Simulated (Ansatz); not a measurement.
Abridged output of a molecular run in Ansatz:

```
Functional definition: HF
1158 factors; integrals over basis functions are off by at most 1.4e-3 eV
mean field evaluation 1: about -80187.0729 eV, gradient 3.8e1 eV
mean field evaluation 2: about -80187.1448 eV, gradient 3.8e1 eV
mean field evaluation 4: about -80190.9073 eV, gradient 3.8e0 eV
mean field evaluation 8: about -80190.9661 eV, gradient 4.1e-4 eV
mean field -80190.96607572 eV, -2946.9636478937 hartree, gradient 7.5e-6 eV, S^2 0.000000; 0 other end points of the search recorded, 0 dependent functions left out
17 core orbitals not correlated: weight in the atoms' cores, before any rotation towards them, 0.999 or more for the frozen orbitals, at most 0.001 for the correlated occupied ones
reference -80190.96607572 eV, -2946.9636478937 hartree; 19, 19 occupied and 81, 81 virtual orbitals, 1158 factors
second order -20.06856143 eV of doubles, -0.00000000 eV of singles
cycle   1  -20.45558053 eV  change   -3.9e-1 eV  update   1.0e-1
cycle   2  -20.94147127 eV  change   -4.9e-1 eV  update   3.1e-2
cycle   3  -21.05693729 eV  change   -1.2e-1 eV  update   1.9e-2
cycle   4  -21.04503992 eV  change    1.2e-2 eV  update   5.8e-3
cycle   5  -21.04507446 eV  change   -3.5e-5 eV  update   3.0e-3
cycle   6  -21.04533155 eV  change   -2.6e-4 eV  update   1.0e-3
cycle   7  -21.04479713 eV  change    5.3e-4 eV  update   3.6e-4
cycle   8  -21.04491144 eV  change   -1.1e-4 eV  update   1.1e-4
cycle   9  -21.04492809 eV  change   -1.7e-5 eV  update   3.3e-5
perturbative correction -0.63682758 eV, -0.0234029818 hartree
Total energy: -80212.64783139 eV, -2947.7604377181 hartree
```

Its atoms:

```xyz
10

C    -0.420    0.359   -1.273
C    -0.356    0.353    0.231
N    -0.160   -1.000    0.891
Al    1.182   -0.022    1.315
Br    3.130    0.020    2.405
H    -0.415    1.383   -1.658
H     0.420   -0.177   -1.723
H    -1.344   -0.118   -1.628
H    -1.185    0.925    0.662
H    -0.851   -1.723    0.778
```

Which basis set was used?
A. def2-SVPD
B. def2-SVP
C. cc-pV(T+d)Z
D. cc-pV(Q+d)Z

B. It gives 117 functions.

Write the keys of the input that set method, charge and spin (a neutral closed shell needs none for the last two).


```yaml
correlation: {method: ccsd_t}
```
